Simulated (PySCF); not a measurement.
## 29Si chemical shifts

PySCF 2.14 calculation with structure optimised with GFN2-xTB and σ from GIAO-PBE0/pcSseg-1; non-relativistic, averaged over atoms made equivalent by symmetry, fast rotation or ring inversion, no solvent, single conformer.

Shieldings were converted by a linear fit to measured shifts: 29Si: δ = 279.94 − 0.822σ (rms 8.9 ppm, 72 shifts, 25.8 ppm with the 6 outliers that the fit left out vs TMS, solution or neat liquid). A few per cent of atoms miss by over 2 rms, more outside the fitted compound classes.

Task: Give the 29Si shifts of `O=C/C([SiH3])=C/C(F)(F)[SiH2]F`, `O=C/C([SiH3])=C/[SiH2]C(F)(F)F`.

Result: 
```json
{"compound": "[O:1]=[CH:2]/[C:3]([SiH3:4])=[CH:5]/[C:6]([F:7])([F:8])[SiH2:9][F:10]", "environment": "Si9: silicon bonded to C, F, 2 H", "δ (ppm)": "-7.1"}
{"compound": "[O:1]=[CH:2]/[C:3]([SiH3:4])=[CH:5]/[C:6]([F:7])([F:8])[SiH2:9][F:10]", "environment": "Si4: silicon bonded to C, 3 H", "δ (ppm)": "-74.2"}
{"compound": "[O:1]=[CH:2]/[C:3]([SiH3:4])=[CH:5]/[SiH2:6][C:7]([F:8])([F:9])[F:10]", "environment": "Si6: silicon bonded to 2 C, 2 H", "δ (ppm)": "-53.7"}
{"compound": "[O:1]=[CH:2]/[C:3]([SiH3:4])=[CH:5]/[SiH2:6][C:7]([F:8])([F:9])[F:10]", "environment": "Si4: silicon bonded to C, 3 H", "δ (ppm)": "-74.4"}
```

Task: Match the shifts -16.6, -35.3, -62.2 ppm to `COC[SiH2]O/C=C\F`, `O=S(=O)(Cl)c1cccc([SiH3])c1`, `O=CC[SiH2]C(Cl)Cl`.

Result: -16.6: COC[SiH2]O/C=C\F (silicon bonded to C, O, 2 H); -35.3: O=CC[SiH2]C(Cl)Cl (silicon bonded to 2 C, 2 H); -62.2: O=S(=O)(Cl)c1cccc([SiH3])c1 (silicon bonded to C, 3 H).
